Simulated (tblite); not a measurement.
Computed with GFN2-xTB (tblite): harmonic, unscaled wavenumbers at the GFN2-xTB geometry, gas phase. The method is semi-empirical: single wavenumbers can be off by several per cent or more. Modes of hydrogen on phosphorus and silicon can be 10 to 20 % off. One conformer each. Thermal functions are those of the rigid rotor and harmonic oscillator, without mixing of conformers.

Question: Order these by their zero-point energy, highest first (kcal/mol).
A. `F[Si@@H]1CC[Si@@H](P)O1`
B. `N#CCC1C[SiH2]C1`
C. `CO/C(=C\F)O[SiH3]`
D. `C[C@@H]1C(=O)C(F)=C(Cl)C1=O`
E. `[H]/N=C\CC(F)F`

Answer: B (77.7), A (61.1), C (58.8), D (54.7), E (49.8).

| SMILES | atoms | mass (u) | symmetry number | modes under 300 cm⁻¹ | ZPE (kcal/mol) | S translation (cal/(mol K)) | S rotation | S vibration | S | Cp |
| --- | --- | --- | --- | --- | --- | --- | --- | --- | --- | --- |
| N#CCC1C[SiH2]C1 | 16 | 111.05 | 1 | 3 | 77.7 | 38.1 | 27.0 | 13.1 | 78.2 | 23.0 |
| F[Si@@H]1CC[Si@@H](P)O1 | 15 | 153.98 | 1 | 7 | 61.1 | 39.0 | 28.3 | 18.3 | 85.6 | 28.0 |
| CO/C(=C\F)O[SiH3] | 14 | 122.02 | 1 | 7 | 58.8 | 38.4 | 27.2 | 16.3 | 81.8 | 26.1 |
| C[C@@H]1C(=O)C(F)=C(Cl)C1=O | 14 | 161.99 | 1 | 7 | 54.7 | 39.2 | 28.9 | 18.1 | 86.2 | 27.5 |
| [H]/N=C\CC(F)F | 11 | 93.04 | 1 | 3 | 49.8 | 37.5 | 25.7 | 10.0 | 73.2 | 18.0 |

Entropies and Cp are for 200 K and 1 bar.
